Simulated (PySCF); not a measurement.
Isomers C8H10OSi:

A. SMILES C=Cc1ccccc1O[SiH3]
B. SMILES C=C1C(=C)C(C=O)=C1C[SiH3]
C. SMILES CC(=O)C1=C[C@@]2([SiH3])C=C[C@@H]12

Spectrum 1. ¹H NMR (500 MHz, computed): δ 10.32 (s, 1H), 5.68 (m, 1H), 5.57 (m, 1H), 5.22 (m, 1H), 5.09 (m, 1H), 3.94 (t, 3H), 2.74 (q, 2H). ¹³C{¹H} NMR (computed): δ 190.8 (CH), 179.6 (C), 156.8 (C), 150.8 (C), 147.1 (C), 110.1 (CH2), 95.5 (CH2), 16.1 (CH2).

Spectrum 2. ¹H NMR (500 MHz, computed): δ 8.01 (d, 1H), 7.57 (m, 1H), 7.46 (m, 1H), 7.28 (m, 1H), 6.83 (d, 1H), 6.09 (m, 1H), 5.64 (m, 1H), 5.22 (s, 3H). ¹³C{¹H} NMR (computed): δ 159.0 (C), 138.5 (CH), 134.1 (CH), 133.1 (C), 130.1 (CH), 126.7 (CH), 119.3 (CH), 117.9 (CH2).

Spectrum 3. ¹H NMR (500 MHz, computed): δ 7.69 (s, 1H), 7.00 (m, 1H), 6.99 (m, 1H), 4.12 (s, 3H), 4.00 (m, 1H), 2.24 (s, 3H). ¹³C{¹H} NMR (computed): δ 196.0 (C), 165.5 (CH), 156.6 (C), 156.5 (CH), 149.4 (CH), 55.2 (CH), 48.2 (C), 30.1 (CH3).

Computational details: geometry from GFN2-xTB, NMR shieldings at PBE0/pcSseg-1/GIAO, in PySCF (one conformer, in vacuum, rapidly exchanging positions averaged, non-relativistic Hamiltonian).

Chemical shifts δ = σref − σ; TMS for ¹H and ¹³C, all at this level. Where no couplings were computed, multiplicities follow the n + 1 count of equivalent neighbours, and m marks all less simple cases (inequivalent or close neighbours, rings, F or P nearby). Shifts are as computed. Against solution values, carbons near 30 ppm lie about +3 ppm off and those near 130 ppm about +5 ppm. Of 1309 compounds with measured shifts, 239 miss one by over three times the rms of a fit or turn the order of signals round; such compounds aren't used in these exercises.

Question: Which spectrum belongs to which compound?

Answer: 1–B, 2–A, 3–C.

- Spectrum 1 (B): 8 ¹³C signals; δC 190.8 is an aldehyde carbonyl carbon; δC 179.6 is a β carbon of a C=C–C=O unit.
- Spectrum 2 (A): 8 ¹³C signals; δC 159.0 is an aromatic carbon bearing oxygen; δC 138.5 is an alkene CH.
- Spectrum 3 (C): 8 ¹³C signals; δC 196.0 is a ketone carbonyl carbon; δC 165.5 is a β carbon of a C=C–C=O unit.
